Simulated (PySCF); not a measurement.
## Where the electron goes

Species: C2H2N2Si.
Cartesian coordinates in Å at the PBE0-D3(BJ)/def2-SVP level; atoms count from 1:
```
atom  x, y, z in Å
N1    -2.426   -1.192   -0.016
C2    -1.485   -0.515   -0.012
Si3    0.000    0.589    0.002
C4     1.490   -0.507   -0.024
N5     2.434   -1.180   -0.037
H6     0.002    1.384    1.253
H7    -0.007    1.430   -1.219
```

Level of theory: PySCF 2.14.0, density-fitted response routines, TDDFT CAM-B3LYP/def2-SVPD, vertical, gas phase, core orbitals frozen in the response.

Kohn–Sham orbitals with the atoms that hold most of them (Löwdin shares over 4%, at most four atoms; ? is withheld):

```json
{"orbital": "LUMO+2", "ε (eV)": "-0.05", "atoms": "Si3 36%, C4 14%, C2 14%, N5 9%"}
{"orbital": "LUMO+1", "ε (eV)": "-0.48", "atoms": "Si3 26%, C2 15%, C4 15%, N1 14%"}
{"orbital": "LUMO", "ε (eV)": "?", "atoms": "Si3 25%, C2 17%, C4 17%, N1 16%"}
{"orbital": "HOMO", "ε (eV)": "-11.72", "atoms": "?"}
{"orbital": "HOMO-1", "ε (eV)": "-11.94", "atoms": "?"}
{"orbital": "HOMO-2", "ε (eV)": "-12.13", "atoms": "N5 24%, N1 24%, C2 18%, C4 18%"}
{"orbital": "HOMO-3", "ε (eV)": "-12.16", "atoms": "N5 26%, N1 26%, C4 22%, C2 22%"}
```

Problem. Give the leading atoms of the HOMO.

Solution. N5 (bonded to C) 19%; N1 (bonded to C) 19%; C4 (bonded to N and Si) 16%; C2 (bonded to N and Si) 16%. By element: nitrogen 38%, carbon 32%.

Problem. Which atoms hold the HOMO-1, and with what shares?

Solution. N5 (bonded to C) 27%; N1 (bonded to C) 27%; C4 (bonded to N and Si) 22%; C2 (bonded to N and Si) 22%. By element: nitrogen 54%, carbon 44%.

Problem. What is the LUMO energy, and the HOMO–LUMO gap?

Solution. ε(LUMO) = -0.51 eV; the gap is 11.21 eV (0.4120 hartree).

Problem. The HOMO–LUMO gap is 11.21 eV. Where does the response calculation put the lowest singlet, and from which orbitals?

Solution. S1 is at 6.84 eV (f = 0.0013), 4.37 eV below the gap, made of HOMO→LUMO (54%), HOMO-3→LUMO+2 (16%), HOMO-2→LUMO+1 (11%). 

Next come S2 at 6.88 eV (f 0.0000), HOMO-3→LUMO (39%), HOMO-1→LUMO+1 (24%), HOMO→LUMO+2 (18%); S3 at 7.18 eV (f 0.0000), HOMO-1→LUMO+1 (47%), HOMO-3→LUMO (21%), HOMO-2→LUMO+4 (12%); S4 at 7.20 eV (f 0.0020), HOMO-1→LUMO (39%), HOMO-3→LUMO+1 (30%), HOMO→LUMO+4 (14%); S5 at 7.21 eV (f 0.0060), HOMO→LUMO+1 (37%), HOMO-2→LUMO (29%), HOMO-1→LUMO+2 (12%).

Löwdin shares depend on the basis, the more so with diffuse functions.
